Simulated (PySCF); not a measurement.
CF3OCF3, C₂F₆O.
InChI=1S/C2F6O/c3-1(4,5)9-2(6,7)8

Torsions of this conformer, `[F:1][C:2]([F:3])([F:4])[O:5][C:6]([F:7])([F:8])[F:9]`: F1–C2–O5–C6 -44°, C2–O5–C6–F7 78°.

The closed-shell ground state was solved at several levels (PySCF, density fitting, gas phase, non-relativistic). Geometry: PBE0-D3(BJ)/def2-TZVP; no solvent, vibrations or thermal averaging.

| level | basis functions | total energy (Eh) | HOMO (eV) | LUMO (eV) | gap (eV) | dipole (D) |
| --- | --- | --- | --- | --- | --- | --- |
| wB97X-D/pcSseg-2 | 324 | -750.6252 | -13.39 | 4.37 | 17.76 | 0.01 |
| B97-2/pcSseg-2 | 324 | -750.6014 | -11.11 | 2.32 | 13.43 | 0.02 |
| PBE0/pcSseg-2 | 324 | -750.1167 | -11.44 | 2.22 | 13.66 | 0.02 |

(1) Estimate the row for KT3/pcSseg-2, a basis of 324 functions; the other rows only guide the guess.

(2) Over all these levels, which gives the widest orbital gap and which the narrowest?

(3) In the pcSseg-2 basis, how does the gap go with the fixed share of exact exchange?

(4) How far do the dipole and the HOMO energy spread over the levels?

Answers

(1) Total energy -759.9925 Eh, HOMO -9.61 eV, LUMO 0.95 eV, gap 10.56 eV, dipole 0.03 D.

(2) wB97X-D/pcSseg-2 (range-separated hybrid) has the widest, 17.76 eV, and KT3/pcSseg-2 (GGA) the narrowest, 10.56 eV. From the narrowest to the widest the HOMO moves by -3.78 eV and the LUMO by +3.42 eV.

(3) KT3 (0 %) 10.56 eV; B97-2 (21 %) 13.43 eV; PBE0 (25 %) 13.66 eV. Each rise in the share widens the gap here.

(4) The dipole runs from 0.01 to 0.03 D (mean 0.02 D) and the HOMO from -13.39 to -9.61 eV.

wB97X-D is run here without its empirical dispersion term; that term would change no orbital, density or response property at a fixed geometry.
